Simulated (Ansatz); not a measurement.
This geometry of C2H6BFSi (11 atoms, charge 0, multiplicity 1) is a first-order saddle point.

All numbers below come from RKS r2SCANh/cc-pVDZ (Ansatz).

```xyz
11
Properties=species:S:1:pos:R:3
B -0.875 1.450 -0.085
C 0.043 0.242 -0.323
C 0.832 -0.033 -1.380
Si 0.102 -1.027 1.064
F -1.393 -1.692 1.274
H -2.055 1.379 -0.323
H -0.444 2.457 0.424
H 1.441 -0.942 -1.433
H 0.902 0.635 -2.245
H 1.049 -2.109 0.673
H 0.463 -0.417 2.376
```

Task: Which two structures does it join? (They come from a converged band through this point; their orientation in space is the band's.)

Result: No bond is made or broken. The dihedral H6–B1–C2–Si4 goes from -177 to 3°. The two ends are copies of one structure, up to a mirror image or an exchange of like atoms.

First end point:

```xyz
11
Properties=species:S:1:pos:R:3
B -0.864 1.440 -0.124
C 0.019 0.172 -0.254
C 0.683 -0.039 -1.416
Si 0.202 -1.043 1.155
F -1.268 -1.730 1.460
H -0.991 2.167 -1.080
H -1.417 1.720 0.911
H 1.334 -0.906 -1.584
H 0.599 0.667 -2.251
H 1.146 -2.142 0.791
H 0.620 -0.361 2.413
```

Last end point:

```xyz
11
Properties=species:S:1:pos:R:3
B -0.866 1.439 -0.125
C 0.020 0.172 -0.253
C 0.686 -0.037 -1.414
Si 0.202 -1.044 1.155
F -1.270 -1.724 1.464
H -1.426 1.717 0.906
H -0.988 2.167 -1.081
H 1.338 -0.903 -1.582
H 0.601 0.669 -2.249
H 1.141 -2.147 0.788
H 0.627 -0.365 2.413
```

Task: How far does it lie above each of them?

Result: 3.5 kcal/mol above the first and 3.5 kcal/mol above the second. This is the barrier of this one path; another mechanism may lie lower.

Time of the run: 2.8 min on 2 threads of Intel(R) Xeon(R) 6975P-C (Granite Rapids), on a shared host, peak memory 0.27 GiB.
